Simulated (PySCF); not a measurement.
Mo (molybdenum, neutral) across methods

[Kr] 4d4 5s2, high-spin 5D determinant (an excited configuration). Computed with PySCF 2.14 in aug-cc-pwCVTZ-PP with ECP28MDF (8s8p7d4f3g, 122 functions), with scalar relativity through the core potential.

```json
{"method": "r2SCAN", "E (hartree)": "-67.8398", "mean ε 4d α (eV)": "-6.717", "mean ε 5s α (eV)": "-5.395", "mean ε 5s β (eV)": "-4.258", "Σ⟨r²⟩ (bohr²)": "56.83", "⟨S²⟩": "6.027"}
{"method": "LC-wPBE", "E (hartree)": "-67.8143", "mean ε 4d α (eV)": "-10.508", "mean ε 5s α (eV)": "-7.734", "mean ε 5s β (eV)": "-6.641", "Σ⟨r²⟩ (bohr²)": "56.79", "⟨S²⟩": "6.013"}
{"method": "LDA", "E (hartree)": "-67.6538", "mean ε 4d α (eV)": "-6.306", "mean ε 5s α (eV)": "-5.437", "mean ε 5s β (eV)": "-4.417", "Σ⟨r²⟩ (bohr²)": "56.65", "⟨S²⟩": "6.009"}
{"method": "PBE0", "E (hartree)": "-67.8018", "mean ε 4d α (eV)": "-7.794", "mean ε 5s α (eV)": "-5.827", "mean ε 5s β (eV)": "-4.792", "Σ⟨r²⟩ (bohr²)": "56.91", "⟨S²⟩": "6.012"}
{"method": "UHF", "E (hartree)": "-67.26463", "mean ε 4d α (eV)": "-12.254", "mean ε 5s α (eV)": "-7.214", "mean ε 5s β (eV)": "-5.623", "Σ⟨r²⟩ (bohr²)": "60.29", "⟨S²⟩": "6.033"}
{"method": "wB97X-V", "E (hartree)": "-67.7613", "mean ε 4d α (eV)": "-10.154", "mean ε 5s α (eV)": "-7.515", "mean ε 5s β (eV)": "-6.704", "Σ⟨r²⟩ (bohr²)": "57.22", "⟨S²⟩": "6.007"}
{"method": "TPSS", "E (hartree)": "-67.7916", "mean ε 4d α (eV)": "-6.168", "mean ε 5s α (eV)": "-5.148", "mean ε 5s β (eV)": "-4.097", "Σ⟨r²⟩ (bohr²)": "56.55", "⟨S²⟩": "6.011"}
```

Q: Estimate the same row for PBE.

A: E (hartree) = -67.8220; mean ε 4d α (eV) = -6.104; mean ε 5s α (eV) = -5.138; mean ε 5s β (eV) = -4.146; Σ⟨r²⟩ (bohr²) = 56.49; ⟨S²⟩ = 6.010.

⟨L²⟩ = 7.18 against 6 for a pure D term, so this real determinant mixes terms. Energies and moments cover only the electrons outside the core potential.
